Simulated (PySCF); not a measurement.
Xe⁺: excitation energy

Xe⁺ [Kr] 4d10 5s2 5p5 (2P) → Xe⁺ [Kr] 4d10 5s1 5p6 (2S), as a difference of total energies. Calculation: PySCF 2.14, in x2c-QZVPPall with one added diffuse shell each of s, p, d, f type (14s10p8d5f1g, 128 functions); the spin-free X2C one-electron Hamiltonian (Gaussian nucleus). Correlated levels: valence: [Kr] 4d10 frozen; valence and next inner shell: [Ar] 3d10 frozen. The calculations carry no spin-orbit coupling.

Task: Order these methods by the excitation energy they give, lowest first.
A. MP2 (valence and next inner shell)
B. r2SCAN
C. PBE0
D. SCS-MP2 (valence and next inner shell)

Result: D (12.091 eV), A (12.211 eV), B (12.561 eV), C (12.816 eV).

Errors of the correlated levels include the incompleteness of this basis and the frozen core.

Every method misses the reference by a wide margin, which points to the basis or the choice of state and not to the methods.

For comparison: 10.831 eV (measured; NIST levels, between the centres of gravity of the two terms).
